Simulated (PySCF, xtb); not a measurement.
Si(F)(OH)(OMe)(NH2) (CH6FNO2Si), SMILES O[Si](OC)(N)F. One conformer was computed; it need not be the lowest.

Harmonic wavenumbers (cm⁻¹) from GFN2-xTB run with xtb at its own minimum, in rising order: 63, 85, 137, 157, 205, 227, 253, 289, 302, 368, 578, 706, 789, 832, 873, 918, 986, 1133, 1142, 1166, 1412, 1474, 1484, 1512, 2970, 2981, 2996, 3489, 3521, 3665.

Question: What does PBE-D3(BJ)/def2-SVP (PySCF 2.14.0) give at its own minimum? (Estimate from the structure and the level; the computed values follow.)

Answer: 69, 106, 140, 158, 217, 285, 298, 330, 356, 369, 403, 689, 772, 812, 874, 923, 973, 1118, 1138, 1172, 1415, 1424, 1429, 1484, 2930, 3006, 3040, 3514, 3613, 3756. Paired by order, the mean absolute difference is 32 cm⁻¹ and the zero-point energies are 52.5 and 52.6 kcal/mol.
